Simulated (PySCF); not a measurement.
**Correlation energy of Hf (hafnium, neutral)**

[Xe] 4f14 5d2 6s1 6p1, one real determinant (an excited configuration). All numbers are calculated (PySCF 2.14, the spin-free X2C one-electron Hamiltonian (Gaussian nucleus), in x2c-TZVPPall with one added diffuse shell each of s, p, d, f type (12s8p8d4f1g, 113 functions)). Frozen: [Kr] 4d10 4f14; 12 electrons correlated.

```tsv
level	correlation energy (mhartree)
CCSD	-204.89
(T)	-5.34
CCSD(T)	-210.23
```

Diagnostics: T1 = 0.013, D1 = 0.0544, largest double amplitude 0.071.

The real determinant used has ⟨L²⟩ near 14 against 20 for a pure G term, so it mixes terms. Spin-orbit coupling, absent here, splits the open shell strongly.

Cost of the coupled-cluster step: of the order of 80 core-seconds, for 12 correlated electrons.

Iterations:

```
CC2 = 0
CCSD nocc = (np.int64(8), np.int64(4)), nmo = (83, 83)
frozen orbitals [[0, 1, 2, 3, 4, 5, 6, 7, 8, 9, 10, 11, 12, 13, 14, 15, 16, 17, 18, 19, 20, 21, 22, 27, 28, 29, 30, 31, 32, 33], [0, 1, 2, 3, 4, 5, 6, 7, 8, 9, 10, 11, 12, 13, 14, 15, 16, 17, 18, 19, 20, 21, 22, 27, 28, 29, 30, 31, 32, 33]]
max_cycle = 100
direct = 0
conv_tol = 1e-08
conv_tol_normt = 1e-06
diis_space = 8
diis_start_cycle = 0
Init t2, MP2 energy = -0.191939086429939
Init E_corr(UCCSD) = -0.191939086433985
cycle = 1  E_corr(UCCSD) = -0.200149545848417  dE = -0.00821045941  norm(t1,t2) = 0.0448404
cycle = 2  E_corr(UCCSD) = -0.202813528564227  dE = -0.00266398272  norm(t1,t2) = 0.0214257
cycle = 3  E_corr(UCCSD) = -0.204360566301381  dE = -0.00154703774  norm(t1,t2) = 0.0149304
cycle = 4  E_corr(UCCSD) = -0.204398225423425  dE = -3.7659122e-05  norm(t1,t2) = 0.00937462
cycle = 5  E_corr(UCCSD) = -0.204625829355671  dE = -0.000227603932  norm(t1,t2) = 0.00596265
cycle = 6  E_corr(UCCSD) = -0.204887168174189  dE = -0.000261338819  norm(t1,t2) = 0.00313215
cycle = 7  E_corr(UCCSD) = -0.204860310080348  dE = 2.68580938e-05  norm(t1,t2) = 0.00160258
cycle = 8  E_corr(UCCSD) = -0.204881271498299  dE = -2.0961418e-05  norm(t1,t2) = 0.000864682
cycle = 9  E_corr(UCCSD) = -0.204887938370698  dE = -6.6668724e-06  norm(t1,t2) = 0.00061262
cycle = 10  E_corr(UCCSD) = -0.204888245181103  dE = -3.06810404e-07  norm(t1,t2) = 0.000495993
cycle = 11  E_corr(UCCSD) = -0.204891072948993  dE = -2.82776789e-06  norm(t1,t2) = 0.00040271
cycle = 12  E_corr(UCCSD) = -0.204892740220589  dE = -1.6672716e-06  norm(t1,t2) = 0.000271597
cycle = 13  E_corr(UCCSD) = -0.204890174007745  dE = 2.56621284e-06  norm(t1,t2) = 0.000150126
cycle = 14  E_corr(UCCSD) = -0.204889512283401  dE = 6.61724344e-07  norm(t1,t2) = 8.59712e-05
cycle = 15  E_corr(UCCSD) = -0.204890544676892  dE = -1.03239349e-06  norm(t1,t2) = 5.00755e-05
cycle = 16  E_corr(UCCSD) = -0.204891036600092  dE = -4.919232e-07  norm(t1,t2) = 2.81158e-05
cycle = 17  E_corr(UCCSD) = -0.204890843211215  dE = 1.93388877e-07  norm(t1,t2) = 1.77759e-05
cycle = 18  E_corr(UCCSD) = -0.204890640214286  dE = 2.02996929e-07  norm(t1,t2) = 1.20101e-05
cycle = 19  E_corr(UCCSD) = -0.204890639597565  dE = 6.16720813e-10  norm(t1,t2) = 6.87052e-06
cycle = 20  E_corr(UCCSD) = -0.204890567360663  dE = 7.22369025e-08  norm(t1,t2) = 4.45214e-06
cycle = 21  E_corr(UCCSD) = -0.204890471254548  dE = 9.61061147e-08  norm(t1,t2) = 2.95069e-06
cycle = 22  E_corr(UCCSD) = -0.204890427439164  dE = 4.38153838e-08  norm(t1,t2) = 1.80692e-06
cycle = 23  E_corr(UCCSD) = -0.2048904128531  dE = 1.45860642e-08  norm(t1,t2) = 1.23531e-06
cycle = 24  E_corr(UCCSD) = -0.204890409743982  dE = 3.1091176e-09  norm(t1,t2) = 9.75202e-07
UCCSD converged
E(UCCSD) = -15073.56893264076  E_corr = -0.2048904097439822
UCCSD(T) correction = -0.00533651025396648
```

The reference is one real determinant that mixes LS terms of this configuration.

This basis was not built for core-valence correlation, so the inner-shell part is incomplete.
